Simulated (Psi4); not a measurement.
allene (C₃H₄), singlet, geometry from GFN2-xTB. Base run: CCSD(T)/def2-SVP (Psi4).

The Psi4 input:
```
memory 2 GB

molecule mol {
0 1
C    -0.000000   -0.000000    0.000000
C    -0.024285   -0.007976    1.293233
C     0.024285    0.007976   -1.293233
H    -0.022800    0.905211    1.866297
H    -0.047072   -0.928159    1.854534
H     0.951478   -0.000770   -1.843280
H    -0.881606    0.023718   -1.877551
}

set {
  basis def2-svp
  reference rhf
  freeze_core true
}

energy('ccsd(t)')
print_variables()
```

Each row names what was changed in the base input (with any setting that the change needs).

```json
[
 {"change": "base", "ΔE vs base (mEh)": "0.000", "MP2 correlation (Eh)": "-0.38979", "basis functions": "62"},
 {"change": "method = mp2", "ΔE vs base (mEh)": "50.695", "MP2 correlation (Eh)": "-0.38954", "basis functions": "62"},
 {"change": "method = fno-ccsd(t)", "ΔE vs base (mEh)": "0.000", "MP2 correlation (Eh)": "-0.38979", "basis functions": "62"},
 {"change": "method = dlpno-mp2", "ΔE vs base (mEh)": "50.717", "MP2 correlation (Eh)": "-0.38952", "basis functions": "62"},
 {"change": "method = ccsd", "ΔE vs base (mEh)": "16.089", "MP2 correlation (Eh)": "-0.38979", "basis functions": "62"},
 {"change": "method = mp4", "ΔE vs base (mEh)": "?", "MP2 correlation (Eh)": "-0.38979", "basis functions": "62"},
 {"change": "method = qcisd(t)", "ΔE vs base (mEh)": "-0.299", "MP2 correlation (Eh)": "-0.38979", "basis functions": "62"},
 {"change": "method = mp3", "ΔE vs base (mEh)": "?", "MP2 correlation (Eh)": "-0.38954", "basis functions": "62"}
]
```

Problem. Fill in the missing entries.

Solution. 
- method = mp4, ΔE vs base (mEh): 2.035
- method = mp3, ΔE vs base (mEh): 22.413
